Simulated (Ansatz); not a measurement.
Molecule: H3Se, net charge 1, singlet state. SMILES: [SeH3+]
Coordinates optimised at B3LYP-D3(BJ)/def2-TZVP (Ansatz, an electronic-structure program):
```
Se
H 1 1.4830
H 1 1.4830 2 92.60
H 1 1.4830 2 92.60 3 -92.72
```
Charge +1, spin multiplicity 1.

Parts of the frozen-core correlation energy in cc-pVDZ (Ansatz, hartree). Frozen orbitals: 14; correlated occupied orbitals by spin: 4 and 4; virtual: 24 and 24. No spin-orbit coupling. No relativistic terms.

```
term                             value
-------------------------  -----------
reference (HF)             -2401.25018
MP2 opposite-spin             -0.10797
MP2 same-spin                 -0.02316
CCSD correlation              -0.15731
(T)                           -0.00342
CCSDT minus CCSD(T)           -0.00051
CCSDT(Q) minus CCSD(T)        -0.00067
T1 diagnostic                    0.010
largest doubles amplitude        0.058
```
